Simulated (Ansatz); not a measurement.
A series at Si: from `C#C[SiH](C#C)C#C`, ligands are replaced one by one, each step taking up H₂ and setting free `C#C`; n counts the steps. Ansatz, PBE0-D4/def2-TZVP geometries.

```
n            molecule  HOMO energy, ωB97M-V/def2-TZVPP (eV)
0  `C#C[SiH](C#C)C#C`                                -10.46
1      `C#C[SiH2]C#C`                                -10.46
2         `C#C[SiH3]`                                     ?
3                SiH₄                                -12.14
```

Q: By hand: fit a straight line y = ȳ + b (n − n̄) to the 3 given rows and predict n = 2.

A: n̄ = 1.333, ȳ = -11.020; Σ(n − n̄)(y − ȳ) = -2.800, Σ(n − n̄)² = 4.667, so b = -0.600 eV a step. Prediction: -11.020 + (-0.600) × (0.667) = -11.42 eV.

Q: By hand: compare with the computed value, -10.57 eV, and give the steps along the whole series.

A: The line misses by 0.85 eV (computed minus predicted). Steps: 0.00, -0.11, -1.57 eV.

One step carries most of the change, so a line is a poor guide. The highest orbital can change its character along such a series. The miss is 50.6 % of the series' range.
